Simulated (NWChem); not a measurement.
All runs are NWChem calculations. System: HfO₂, charge 0, spin multiplicity 1, at a geometry optimised with B3LYP/def2-SVP with def2 effective core potentials on Hf. The structure started from a generated list of species.

The NWChem input:

```
start mol
memory heap 200 mb stack 700 mb global 1700 mb
geometry units angstroms nocenter noautoz
  Hf     0.000000     0.000000    -0.193078
  O     -1.443204     0.000000     0.868852
  O      1.443204     0.000000     0.868852
  symmetry group C2v
end
basis spherical
  * library def2-qzvp
end
ecp
  Hf library def2-ecp
end
basis "ri basis" bse spherical
  * library def2-qzvp-rifit
end
dft
  xc xpbe96 cpbe96
  iterations 100
  direct
  tolerances tight
end
task dft energy
gw
  method cdgw
  states alpha occ 4 vir 2
end
task dft gw
```

The output up to the point where the run's verdict is printed (cleaned and shortened):

```
             Northwest Computational Chemistry Package (NWChem) 7.3.0
             --------------------------------------------------------

                                NWChem Input Module
                                -------------------

 Scaling coordinates for geometry "geometry" by  1.889725989
 (inverse scale =  0.529177249)

 Turning off AUTOSYM since
 SYMMETRY directive was detected!

                             Geometry "geometry" -> ""
                             -------------------------

 Output coordinates in angstroms (scale by  1.889725989 to convert to a.u.)

  No.       Tag          Charge          X              Y              Z
 ---- ---------------- ---------- -------------- -------------- --------------
    1 Hf                  72.0000     0.00000000     0.00000000    -0.19307800
    2 O                    8.0000    -1.44320400     0.00000000     0.86885200
    3 O                    8.0000     1.44320400     0.00000000     0.86885200

 Effective nuclear repulsion energy (a.u.)     351.9574820040

            Nuclear Dipole moment (a.u.)
            ----------------------------
        X                 Y               Z
 ---------------- ---------------- ----------------
     0.0000000000     0.0000000000     0.0000302356

      Symmetry information
      --------------------

 Group name             C2v
 Group number             16
 Group order               4
 No. of unique centers     2

      Symmetry unique atoms

     1    2


 Summary of "ao basis" -> "" (spherical)
 ------------------------------------------------------------------------------
       Tag                 Description            Shells   Functions and Types
 ---------------- ------------------------------  ------  ---------------------
 *                         def2-qzvp                  on all atoms

 Summary of "ri basis" -> "" (spherical)
 ------------------------------------------------------------------------------
       Tag                 Description            Shells   Functions and Types
 ---------------- ------------------------------  ------  ---------------------
[...]
    88      0.219222  2 O  pz               145     -0.219222  3 O  pz
    11     -0.136354  1 Hf px                91      0.135735  2 O  pz
   148     -0.135735  3 O  pz                 8     -0.070243  1 Hf px

 Vector   15  Occ=0.000000D+00  E=-1.539703D-01  Symmetry=a1
              MO Center=  2.5D-14,  1.3D-13, -7.8D-01, r^2= 3.6D+00
   Bfn.  Coefficient  Atom+Function         Bfn.  Coefficient  Atom+Function
  ----- ------------  ---------------      ----- ------------  ---------------
     6      0.570319  1 Hf s                  4     -0.284484  1 Hf s
     7      0.265440  1 Hf s                  3     -0.251447  1 Hf s
     5      0.192779  1 Hf s                 32     -0.186687  1 Hf d  2
    37     -0.184545  1 Hf d  2              22     -0.163648  1 Hf pz
    19     -0.160437  1 Hf pz                 2      0.154121  1 Hf s

 Vector   16  Occ=0.000000D+00  E=-8.823416D-02  Symmetry=b2
              MO Center=  3.0D-14, -1.2D-13, -7.6D-01, r^2= 3.5D+00
   Bfn.  Coefficient  Atom+Function         Bfn.  Coefficient  Atom+Function
  ----- ------------  ---------------      ----- ------------  ---------------
    21      0.373968  1 Hf py                34     -0.304843  1 Hf d -1
    29     -0.288283  1 Hf d -1              39     -0.269887  1 Hf d -1
    18      0.198838  1 Hf py                12     -0.181765  1 Hf py
    24     -0.149523  1 Hf d -1               9     -0.080769  1 Hf py
    90      0.061291  2 O  py               147      0.061291  3 O  py

 Vector   17  Occ=0.000000D+00  E=-8.273218D-02  Symmetry=a1
              MO Center=  9.1D-15,  2.6D-14, -8.2D-01, r^2= 3.6D+00
   Bfn.  Coefficient  Atom+Function         Bfn.  Coefficient  Atom+Function
  ----- ------------  ---------------      ----- ------------  ---------------
    22      0.359549  1 Hf pz                40     -0.266828  1 Hf d  0
    35     -0.257590  1 Hf d  0              30     -0.234187  1 Hf d  0
     7     -0.199334  1 Hf s                 13     -0.188158  1 Hf pz
    37     -0.160880  1 Hf d  2              32     -0.149761  1 Hf d  2
    42     -0.144130  1 Hf d  2              25     -0.123058  1 Hf d  0

 center of mass
 --------------
 x =   0.00000000 y =   0.00000000 z =  -0.06196365

 moments of inertia (a.u.)
 ------------------
         109.380365954208           0.000000000000           0.000000000000
           0.000000000000         347.318973525849           0.000000000000
           0.000000000000           0.000000000000         237.938607571641

     Multipole analysis of the density
     ---------------------------------

     L   x y z        total         alpha         beta         nuclear
     -   - - -        -----         -----         ----         -------
     0   0 0 0     -0.000000    -14.000000    -14.000000     28.000000

     1   1 0 0     -0.000000     -0.000000     -0.000000      0.000000
     1   0 1 0     -0.000000     -0.000000     -0.000000      0.000000
     1   0 0 1     -2.911853    -12.401877    -12.401877     21.891901

     2   2 0 0    -32.530521    -75.768842    -75.768842    119.007163
     2   1 1 0     -0.000000     -0.000000     -0.000000      0.000000
     2   1 0 1     -0.000000     -0.000000     -0.000000      0.000000
     2   0 2 0    -19.508014     -9.754007     -9.754007      0.000000
     2   0 1 1     -0.000000     -0.000000     -0.000000      0.000000
     2   0 0 2    -24.458391    -34.594432    -34.594432     44.730474

 Task  times  cpu:       30.4s     wall:       30.4s

                                NWChem Input Module
                                -------------------

                                 NWChem GW Module
                                 ----------------

                             ***********************
                             ***        GW       ***
                             ***********************

  bas_tag_lib: failed to locate basis hf_def2-qzvp-rifit in file libraries.bse/
```

The run crashed. NWChem stopped with the message: bas_tag_lib: no such basis available.
